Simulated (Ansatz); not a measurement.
Gas-phase electronic energies from Ansatz, PBE0-D4/def2-TZVP geometries. CCSD(T)/CBS adds triple-zeta CCSD(T) − MP2 to the extrapolated MP2 energy (def2 sets, frozen cores). This one scheme is used for every species. Functionals use def2-TZVPP. Each species was taken in one conformer, which may not be the lowest.

Reaction (hydrogenolysis of a B–N bond): `CN(C)B(O)F` + H₂ → `OBF` + `CNC`

`CN(C)B(O)F`:

Cartesian coordinates in Å:
```
C -0.155 1.497 -0.366
N 0.046 0.121 0.024
C -0.845 -0.795 -0.635
B 1.030 -0.253 0.961
O 1.295 -1.521 1.390
F 1.798 0.703 1.503
H 0.544 2.143 0.161
H -1.175 1.826 -0.134
H -0.001 1.626 -1.445
H -1.893 -0.558 -0.415
H -0.718 -0.761 -1.724
H -0.672 -1.826 -0.320
H 0.746 -2.201 1.001
```

H₂:

Cartesian coordinates in Å:
```
H -0.286 0.069 -0.229
H 0.286 -0.069 0.229
```

`OBF`:

Cartesian coordinates in Å:
```
O 0.886 0.099 0.462
B -0.391 -0.098 0.089
F -0.751 0.064 -1.183
H 1.463 0.354 -0.265
H -1.207 -0.418 0.896
```

`CNC`:

Z-matrix (Å, degrees):
```
C
N 1 1.445
H 1 1.094 2 109.4
H 1 1.092 2 110.0 3 117.9
H 1 1.104 2 114.0 3 -120.2
C 2 1.445 1 112.8 3 65.3
H 2 1.011 1 109.8 3 -171.9
H 6 1.104 2 114.0 1 54.9
H 6 1.094 2 109.4 1 -65.3
H 6 1.092 2 110.0 1 176.8
```

CCSD(T)/CBS gives +79.5 kJ/mol.

Task: Another level gave +72.5 kJ/mol. Which?
A. BLYP/def2-TZVPP
B. PBE0/def2-TZVPP
C. LDA (SPW92)/def2-TZVPP
D. r2SCAN/def2-TZVPP

Result: B. PBE0 72.5, r2SCAN 82.6, BLYP 63.7, LDA (SPW92) 94.4 kJ/mol.

Task: What do rigid-rotor, harmonic-oscillator terms from PBE0-D4/def2-TZVP frequencies (298.15 K, 1 bar) make of the CCSD(T)/CBS value? (Estimate.)

Result: Computed: ΔZPE = +20.3 kJ/mol, ΔH = +94.4 kJ/mol, ΔS = 43 J/(mol·K), ΔG = +81.6 kJ/mol.

Largest T1 diagnostic among the species: 0.013.

The D4 term adds +12.0 kJ/mol with B3LYP and +6.7 kJ/mol with PBE0; it sums over pairs of atoms, weighted by their polarisabilities, and B3LYP, whose exchange is more repulsive, gets the larger term. Leaving LDA and LC-ωPBE aside and taking each functional with its dispersion term where it has one, the values, not all of them listed here, spread over 11.8 kJ/mol, from B2PLYP to r2SCAN-D4. LDA lies +22.9 kJ/mol from PBE without D4.

B3LYP here is the variant with VWN-RPA as its local correlation; programs differ in this.
